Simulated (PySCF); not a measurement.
Mapped SMILES: `[CH:1]#[C:2][CH2:3][C:4]1=[CH:5][C:6]2([CH:7]=[CH:8]1)[CH2:9][CH2:10]2`. Hydrogens are named by the atom that carries them.

Non-relativistic Hamiltonian, equivalent nuclei averaged, one conformer, in vacuum. σ from GIAO-PBE0/pcSseg-1; geometry: PBE0-D3(BJ)/def2-SVP; PySCF 2.14.

Chemical shifts δ = σref − σ; 13C (σ = 184.41 ppm) vs TMS, all at this level.

**Question.** Do the 13C shifts follow the atomic charges (in e)? Tabulate both.

**Answer.** 
| atoms | hybridisation | δ (ppm) | σ para (ppm) | Hirshfeld | IAO | Mulliken | ESP-fitted |
| --- | --- | --- | --- | --- | --- | --- | --- |
| C7 | sp2 | 148.8 | -216 | -0.06 | -0.17 | -0.03 | -0.53 |
| C4 | sp2 | 146.1 | -227 | -0.01 | -0.00 | -0.26 | +0.36 |
| C5 | sp2 | 142.0 | -209 | -0.07 | -0.18 | +0.03 | -0.69 |
| C8 | sp2 | 138.7 | -207 | -0.07 | -0.17 | -0.02 | -0.21 |
| C2 | sp | 85.3 | -163 | -0.04 | -0.02 | +0.15 | +0.19 |
| C1 | sp | 74.4 | -148 | -0.13 | -0.26 | -0.38 | -0.57 |
| C6 | sp3 | 38.7 | -106 | -0.00 | +0.01 | -0.38 | +0.58 |
| C3 | sp3 | 22.5 | -79 | -0.05 | -0.27 | -0.03 | -0.40 |
| C9/C10 | sp3 | 15.0 | -83 | -0.07 | -0.26 | -0.12 | -0.33 |

Correlation coefficients of δ with charge over these carbons: Hirshfeld +0.04, IAO +0.28, Mulliken +0.24, ESP-fitted -0.14; with the paramagnetic shielding -0.99. Among the 4 sp2 carbons alone: Hirshfeld +0.45, IAO +0.38, Mulliken -0.38, ESP-fitted +0.10. With so few points, grouped by hybridisation, these coefficients are fragile. Charge is one influence among several: hybridisation and low-lying excitations act through the paramagnetic term.

Shifts are as computed. Against solution values, carbons near 30 ppm lie about +2 ppm off and those near 130 ppm about +5 ppm. Of 1211 compounds with measured shifts, 218 miss one by over three times the rms of a fit or turn the order of signals round; such compounds aren't used in these exercises.
